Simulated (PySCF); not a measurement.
H3NO2SW, SMILES [NH2][W](=[O])([OH])=[S], multiplicity 1.

The structure is a stationary point at B3LYP-D3(BJ)/def2-SVP. The spin state was assumed, not searched. The structure was generated by enumeration; whether it is a known compound was not checked. The def2 effective core potentials stand for the cores of W; spin–orbit coupling is left out. The values are those of a single conformer.

Two levels are set side by side: TDA-PBE/def2-SVPD (PySCF) and TDA-LC-ωPBE/def2-SVPD (PySCF). Vertical, same geometry. The lowest singlet is HOMO→LUMO 99 % with PBE and HOMO→LUMO 96 % with the other functional; states are paired by order. Differences are taken from unrounded values.

```
quantity                              TDA-LC-ωPBE  TDA-PBE  TDA-PBE minus TDA-LC-ωPBE
------------------------------------  -----------  -------  -------------------------
lowest singlet excitation (eV)               3.53     3.33                      -0.19
lowest triplet excitation (TDA) (eV)         3.15     3.03                      -0.12
```

A lower first singlet is the usual sign of a functional without exact exchange. Differences between two approximate levels are no errors against the true value.

Rough cost on one machine, each run with all the roots and properties that it gave: TDA-LC-ωPBE against TDA-PBE about 3 times.
